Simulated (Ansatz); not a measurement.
Born–Oppenheimer molecular dynamics of a periodic cell of 36 atoms, H6C5O7 (contents 2 CH3CH2OH + 6 CO2, density as packed 0.91 g/cm³ with natural masses). It starts from a partly relaxed structure (largest force component 0.77 eV/Å).

Computed with Ansatz 0.2.0, DFT PBE, scalar-relativistic, plane waves, PAW. Settings: cutoff 420 eV, k mesh 1x1x1, fermi-dirac smearing 0.05 eV, no spin polarisation.

```
ensemble        : NVT, Langevin thermostat
time step       : 0.75 fs
steps asked     : 220
set temperature : 700 K
friction        : 0.02 /fs
masses          : H 2.014 u
seed            : 86267
```

Frames 7.5 fs apart, positions in Å, forces in eV/Å.

Velocities at 105.0 fs (Å/ps):

```
C 10.61 1.73 13.30
C 4.57 -15.03 0.53
O -1.02 1.31 0.18
H 23.41 11.75 -9.05
H -8.34 -7.75 20.91
H 27.34 12.75 5.92
H -26.17 10.74 1.88
H -45.85 12.29 -2.55
H 6.67 8.02 15.22
C 6.00 2.26 -0.92
C 6.29 15.01 0.09
O 1.30 -7.08 -1.37
H 22.41 4.58 -10.88
H 3.62 5.94 -2.05
H 21.36 -4.47 22.02
H 20.03 -12.39 -2.10
H -13.00 8.99 6.23
H 30.79 -3.12 14.46
C -11.77 2.73 -4.07
O -5.58 3.98 -11.41
O 1.85 5.75 2.08
C 1.69 3.69 -4.26
O 0.66 -4.97 -3.33
O 2.82 -4.19 -0.84
C -0.46 6.89 -6.84
O -3.92 0.69 2.73
O 13.29 10.83 -17.52
C -11.60 3.21 -6.59
O 6.83 3.58 -2.12
O -1.35 10.26 -0.21
C -7.56 6.82 -8.31
O -7.48 0.39 7.74
O -2.75 6.62 12.16
C -1.74 10.40 15.06
O -6.70 2.77 0.99
O 1.52 6.74 0.02
```

```xyz
36
Lattice="8.6579 0.0000 0.0000 0.0000 8.6579 0.0000 0.0000 0.0000 8.6579" Properties=species:S:1:pos:R:3:forces:R:3 time_fs=105.0 energy_less_start_eV=2.316 T=731
C 1.149 0.967 8.504 1.78 -0.49 -1.92
C 0.149 2.065 8.568 -1.01 1.02 0.54
O -1.053 1.610 9.197 1.55 -3.26 0.03
H -1.577 2.334 9.380 -1.92 2.64 0.65
H 0.426 3.029 9.094 0.36 -0.82 -0.66
H -0.161 2.223 7.545 0.26 0.97 -0.77
H 2.198 1.368 8.290 -1.20 -0.02 0.00
H 1.312 0.413 9.422 -0.49 -0.44 0.24
H 0.904 0.316 7.560 0.37 0.57 1.91
C 2.613 5.210 6.832 -0.66 0.36 -2.35
C 1.588 5.931 5.825 -1.06 1.92 -0.77
O 0.172 5.437 5.733 1.26 -1.67 1.24
H -0.294 5.964 5.082 0.10 0.48 -0.39
H 1.336 6.974 6.169 1.13 -0.47 -0.03
H 1.893 6.055 4.736 0.45 -0.50 1.22
H 3.713 5.398 6.487 -1.96 -0.16 0.67
H 2.394 5.601 7.839 0.29 -0.42 -0.12
H 2.388 4.134 6.709 0.26 0.12 0.49
C 5.506 7.458 3.575 -5.60 -3.21 -1.62
O 4.380 7.041 3.322 3.38 2.04 1.12
O 6.628 7.611 3.733 2.25 1.09 0.62
C 3.834 8.091 8.179 -0.44 -0.38 -1.75
O 3.725 7.913 6.998 0.53 0.70 2.56
O 3.868 8.242 9.346 0.28 -0.11 -0.88
C 3.265 4.094 1.840 1.30 -0.79 -0.68
O 4.280 3.532 1.491 -3.04 1.63 0.85
O 2.256 4.639 2.151 1.58 -0.82 -0.40
C 1.847 1.120 4.016 -0.77 0.10 1.23
O 0.970 0.349 3.935 0.29 -0.16 -0.63
O 2.634 1.942 4.291 0.52 0.04 -0.59
C 7.099 5.929 -0.170 0.15 2.40 -1.34
O 6.452 6.477 -1.035 1.24 -2.11 2.37
O 7.867 5.617 0.679 -1.39 -0.29 -1.07
C 6.176 2.940 4.467 -0.27 3.08 -4.69
O 6.321 2.214 5.344 0.10 -1.08 1.62
O 6.059 3.654 3.486 0.39 -1.96 3.29
36
Lattice="8.6579 0.0000 0.0000 0.0000 8.6579 0.0000 0.0000 0.0000 8.6579" Properties=species:S:1:pos:R:3:forces:R:3 time_fs=112.5 energy_less_start_eV=2.244 T=677
C 1.208 0.966 8.557 -1.68 0.70 2.15
C 0.151 2.019 8.576 0.01 1.78 -0.64
O -1.060 1.589 9.184 -1.11 1.35 -0.24
H -1.532 2.477 9.288 0.27 -1.77 0.06
H 0.457 2.884 9.187 0.52 0.10 -0.16
H 0.035 2.418 7.519 -0.36 -0.26 0.68
H 2.099 1.490 8.286 1.23 -0.05 0.51
H 1.015 0.417 9.512 1.33 0.25 -0.28
H 0.966 0.322 7.795 -0.46 -1.98 -2.08
C 2.627 5.245 6.793 -4.18 -0.47 0.91
C 1.587 6.010 5.821 0.63 -2.33 1.11
O 0.198 5.378 5.747 2.27 1.20 -0.30
H -0.130 5.984 5.053 -0.62 -0.44 0.16
H 1.463 7.029 6.165 -0.01 0.39 0.17
H 2.099 6.006 4.864 -0.40 0.04 -0.75
H 3.622 5.339 6.564 2.49 1.17 -0.81
H 2.396 5.610 7.816 0.43 -0.27 -0.22
H 2.569 4.132 6.843 -0.84 0.37 -0.33
C 5.418 7.441 3.519 6.93 0.54 0.95
O 4.352 7.101 3.259 -1.84 -0.13 -0.11
O 6.622 7.654 3.733 -5.03 -0.48 -0.68
C 3.829 8.126 8.144 0.08 -0.93 0.20
O 3.748 7.876 6.997 0.15 0.89 0.60
O 3.896 8.229 9.316 0.09 0.32 -0.86
C 3.297 4.114 1.744 -3.05 1.93 1.11
O 4.247 3.550 1.512 3.65 -2.31 -1.32
O 2.335 4.704 2.036 -0.74 0.37 0.04
C 1.801 1.187 4.017 -0.21 -0.39 0.74
O 0.996 0.358 3.907 -0.63 -0.55 -0.52
O 2.606 1.988 4.259 0.87 0.94 -0.22
C 7.095 6.000 -0.174 1.19 0.41 1.71
O 6.389 6.458 -0.987 0.00 -0.48 -0.10
O 7.807 5.676 0.728 -1.16 0.05 -1.65
C 6.121 3.042 4.480 1.23 -5.05 4.26
O 6.276 2.205 5.357 -0.75 3.04 -2.38
O 6.049 3.687 3.539 -0.30 2.03 -1.69
36
Lattice="8.6579 0.0000 0.0000 0.0000 8.6579 0.0000 0.0000 0.0000 8.6579" Properties=species:S:1:pos:R:3:forces:R:3 time_fs=120.0 energy_less_start_eV=2.239 T=713
C 1.170 0.959 8.599 0.02 -0.79 -2.36
C 0.160 2.049 8.549 0.24 0.93 0.70
O -1.066 1.590 9.156 0.23 0.57 -1.04
H -1.529 2.437 9.177 -0.95 -0.06 0.40
H 0.582 2.804 9.245 -0.11 0.20 -0.01
H 0.095 2.626 7.592 -0.52 -0.73 0.07
H 2.127 1.539 8.435 -0.38 -1.26 0.35
H 0.984 0.538 9.584 0.84 -0.42 0.31
H 1.008 0.107 7.772 0.39 1.68 1.56
C 2.562 5.254 6.780 2.62 0.66 1.04
C 1.599 6.005 5.853 1.65 -1.17 -0.48
O 0.283 5.335 5.773 1.01 1.73 -0.50
H -0.133 5.860 5.045 -0.09 -0.62 0.58
H 1.639 7.081 6.206 -0.78 -0.89 -0.52
H 2.167 5.928 4.873 -1.13 0.43 0.33
H 3.735 5.482 6.578 -2.67 -0.24 0.02
H 2.449 5.570 7.819 -0.19 0.34 0.31
H 2.574 4.179 6.917 -0.67 -0.69 -0.89
C 5.463 7.416 3.466 -8.68 -2.02 -2.08
O 4.311 7.150 3.185 3.02 0.64 0.88
O 6.521 7.661 3.717 5.70 1.30 1.38
C 3.808 8.108 8.131 0.75 -0.07 1.01
O 3.779 7.852 7.010 -0.30 0.13 -2.12
O 3.936 8.300 9.267 -0.11 0.36 1.05
C 3.310 4.132 1.699 3.65 -1.79 -0.40
O 4.308 3.526 1.497 -1.19 0.33 -0.23
O 2.401 4.774 1.951 -2.58 1.45 0.47
C 1.741 1.238 4.057 1.78 0.64 0.06
O 1.005 0.362 3.845 -0.62 -0.09 0.04
O 2.586 2.051 4.240 -1.13 -0.55 -0.09
C 7.107 6.138 -0.142 -1.12 -0.74 -0.26
O 6.328 6.405 -0.966 -0.17 0.76 -0.81
O 7.736 5.709 0.728 1.35 -0.05 1.04
C 6.077 3.016 4.524 0.21 4.04 -5.32
O 6.241 2.250 5.329 0.23 -3.29 3.90
O 6.046 3.767 3.596 -0.30 -0.70 1.60
36
Lattice="8.6579 0.0000 0.0000 0.0000 8.6579 0.0000 0.0000 0.0000 8.6579" Properties=species:S:1:pos:R:3:forces:R:3 time_fs=127.5 energy_less_start_eV=2.409 T=649
C 1.106 0.945 8.584 1.96 3.55 3.70
C 0.181 2.095 8.542 -0.55 1.18 0.90
O -1.046 1.609 9.127 0.51 -0.72 -0.49
H -1.692 2.299 9.205 -0.65 0.97 -0.05
H 0.670 2.791 9.270 -0.45 0.13 -0.25
H 0.055 2.719 7.634 -0.21 -0.67 -0.20
H 2.127 1.341 8.679 0.28 0.27 -0.89
H 1.079 0.722 9.657 -0.52 -1.14 0.04
H 1.148 0.143 8.001 -0.64 -3.46 -2.80
C 2.553 5.238 6.836 -0.09 -1.38 -0.69
C 1.671 5.922 5.866 -1.56 0.98 0.03
O 0.397 5.333 5.744 -0.63 -1.57 1.86
H -0.193 5.687 5.091 -0.10 0.91 -0.84
H 1.613 6.961 6.213 -0.29 0.38 -0.27
H 2.052 5.915 4.886 1.24 0.16 -1.49
H 3.508 5.597 6.471 0.81 -0.57 0.50
H 2.378 5.559 7.843 -0.12 0.20 0.86
H 2.415 4.132 6.783 0.44 0.48 -0.08
C 5.400 7.371 3.378 6.78 1.96 2.16
O 4.321 7.189 3.134 -4.99 -1.24 -1.25
O 6.518 7.658 3.701 -1.73 -0.80 -0.72
C 3.818 8.053 8.111 1.10 0.82 0.35
O 3.791 7.836 6.962 -0.35 0.11 0.13
O 3.976 8.362 9.237 -0.41 -0.49 -0.55
C 3.387 4.120 1.692 -3.19 2.95 0.67
O 4.351 3.510 1.480 0.40 -0.64 -0.23
O 2.426 4.836 1.897 2.69 -2.35 -0.55
C 1.743 1.278 4.083 0.07 -1.15 -1.26
O 1.005 0.383 3.807 1.02 1.77 0.97
O 2.575 2.113 4.206 -1.05 -0.62 0.32
C 7.052 6.234 -0.110 -0.12 -2.79 1.37
O 6.253 6.379 -0.957 0.44 1.08 -0.20
O 7.678 5.745 0.779 -0.22 1.66 -1.18
C 6.057 3.043 4.471 1.17 -3.65 4.67
O 6.193 2.266 5.368 -0.69 0.91 -1.51
O 6.069 3.849 3.676 -0.38 2.77 -2.99
36
Lattice="8.6579 0.0000 0.0000 0.0000 8.6579 0.0000 0.0000 0.0000 8.6579" Properties=species:S:1:pos:R:3:forces:R:3 time_fs=135.0 energy_less_start_eV=2.501 T=632
C 1.130 0.977 8.645 2.55 -2.37 0.12
C 0.203 2.154 8.580 -1.48 -0.63 -0.69
O -1.030 1.619 9.086 -2.16 -0.19 0.49
H -1.888 2.149 9.217 2.25 -0.15 -0.67
H 0.624 2.799 9.324 0.25 1.24 0.36
H 0.051 2.668 7.596 0.31 -0.31 0.50
H 2.205 1.306 8.659 -0.67 0.21 -0.63
H 1.117 0.643 9.716 -0.52 -0.25 -0.67
H 1.156 -0.040 7.968 -0.83 2.57 1.16
C 2.559 5.176 6.885 0.26 1.28 -2.65
C 1.676 5.860 5.849 0.71 2.71 -0.90
O 0.462 5.272 5.760 -3.06 -2.07 0.22
H -0.198 5.659 5.151 0.74 0.27 0.14
H 1.525 6.925 6.175 0.37 -0.20 -0.39
H 2.156 5.885 4.811 -0.04 -0.03 1.01
H 3.487 5.606 6.425 0.20 -0.98 1.31
H 2.346 5.572 7.882 0.04 -0.73 0.11
H 2.398 4.146 6.572 0.50 -0.66 1.04
C 5.452 7.385 3.374 -3.85 -0.05 -0.78
O 4.290 7.204 3.072 3.41 0.15 0.94
O 6.540 7.656 3.682 0.51 -0.20 0.07
C 3.882 8.037 8.107 0.56 0.83 -1.30
O 3.816 7.817 6.944 -0.12 0.21 1.48
O 4.016 8.395 9.217 -0.16 -0.59 -0.34
C 3.412 4.177 1.712 3.81 -3.42 -1.35
O 4.349 3.450 1.483 -2.11 1.89 0.67
O 2.465 4.807 1.841 -1.77 1.47 0.57
C 1.774 1.289 4.051 1.62 2.08 -0.06
O 1.024 0.456 3.822 -1.69 -2.02 -0.19
O 2.528 2.177 4.194 0.10 -0.07 0.29
C 6.980 6.209 -0.063 -1.84 -1.20 -1.53
O 6.194 6.387 -0.948 1.65 0.40 1.46
O 7.643 5.791 0.804 0.37 0.73 0.08
C 6.108 3.037 4.488 0.05 2.98 -1.04
O 6.141 2.308 5.386 -0.02 -1.30 0.48
O 6.090 3.941 3.710 0.07 -1.63 0.71
36
Lattice="8.6579 0.0000 0.0000 0.0000 8.6579 0.0000 0.0000 0.0000 8.6579" Properties=species:S:1:pos:R:3:forces:R:3 time_fs=142.5 energy_less_start_eV=1.810 T=723
C 1.271 0.921 8.708 -1.13 4.72 1.93
C 0.211 2.202 8.628 0.86 -2.31 1.28
O -1.026 1.588 9.045 1.26 -1.15 -0.17
H -1.772 2.157 9.087 -0.94 1.37 -0.11
H 0.544 2.959 9.383 -0.17 -0.21 -0.56
H 0.161 2.621 7.617 0.01 0.07 -0.07
H 2.248 1.339 8.522 0.56 -0.08 0.00
H 1.173 0.454 9.680 0.19 0.21 0.62
H 1.008 0.204 8.058 -0.96 -2.50 -2.95
C 2.586 5.164 6.827 0.07 0.64 -0.73
C 1.691 5.907 5.804 0.83 -1.06 1.77
O 0.437 5.163 5.811 0.89 0.74 -0.86
H -0.107 5.752 5.276 -0.78 -0.13 -0.28
H 1.479 6.955 6.043 0.12 0.08 0.19
H 2.397 5.889 4.974 -0.95 -0.15 -1.47
H 3.636 5.466 6.653 -0.27 -0.19 0.16
H 2.304 5.466 7.835 -0.08 -0.67 0.40
H 2.501 4.090 6.547 -0.07 0.39 0.68
C 5.428 7.426 3.377 3.10 0.56 0.45
O 4.337 7.225 3.042 -1.04 -0.27 0.06
O 6.570 7.636 3.657 -1.99 -0.37 -0.26
C 3.971 8.035 8.087 -0.01 1.38 1.78
O 3.822 7.812 6.968 -0.10 -0.45 -1.83
O 4.062 8.396 9.200 0.33 -0.51 -0.12
C 3.484 4.158 1.681 -5.18 2.43 0.59
O 4.323 3.406 1.514 2.79 -1.68 -0.51
O 2.478 4.798 1.824 2.32 -0.78 -0.17
C 1.844 1.331 4.010 -2.28 -1.11 -0.19
O 1.021 0.479 3.849 1.85 1.30 0.28
O 2.538 2.256 4.186 0.45 -0.20 -0.05
C 6.860 6.128 -0.029 0.40 -0.01 -0.34
O 6.154 6.382 -0.902 -1.59 0.46 -1.60
O 7.616 5.865 0.791 1.41 -0.56 1.97
C 6.134 3.133 4.511 -0.55 -0.45 1.59
O 6.082 2.361 5.378 0.32 -1.03 0.39
O 6.077 3.997 3.756 0.30 1.52 -1.87
```

Of the whole run (165 fs, mean temperature of the second half 698 K): A run of 0.17 ps of so small a system gives no equilibrium averages. Limits of this set-up: coarse k mesh.

Time of the run: 16 min on 1 thread of Arm Neoverse V1 (shared host), peak memory 0.57 GiB.
